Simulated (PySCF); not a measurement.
**How methods differ on the ionisation energy of Zn**

Zn [Ar] 3d10 4s2 (1S) → Zn⁺ [Ar] 3d10 4s1 (2S), as a difference of total energies. Computed with PySCF 2.14 in aug-cc-pwCVTZ-PP with ECP10MDF (8s8p7d4f3g, 122 functions), with scalar relativity through the core potential. Correlated levels: valence: 3s2 3p6 frozen; valence and next inner shell: nothing frozen outside the core potential. The calculations carry no spin-orbit coupling.

| method | ionisation energy (eV) | error (eV) |
| --- | --- | --- |
| UHF | 7.781 | -1.613 |
| LDA | 9.903 | +0.509 |
| PBE | 9.557 | +0.163 |
| PBE0 | 9.246 | -0.148 |
| r2SCAN | 9.424 | +0.030 |
| wB97X-V | 9.210 | -0.184 |
| HSE06 | 9.297 | -0.097 |
| M06-2X | 9.216 | -0.178 |
| MP2 (valence) | 9.175 | -0.219 |
| SCS-MP2 (valence) | 9.187 | -0.207 |
| MP2 (valence and next inner shell) | 9.239 | -0.155 |
| SCS-MP2 (valence and next inner shell) | 9.226 | -0.168 |

Reference: 9.394 eV (measured; NIST Atomic Spectra Database, ionization energies).

Errors of the correlated levels include the incompleteness of this basis and the frozen core.

MP2 underrates the near-degeneracy of ns² with np² in the lower species.
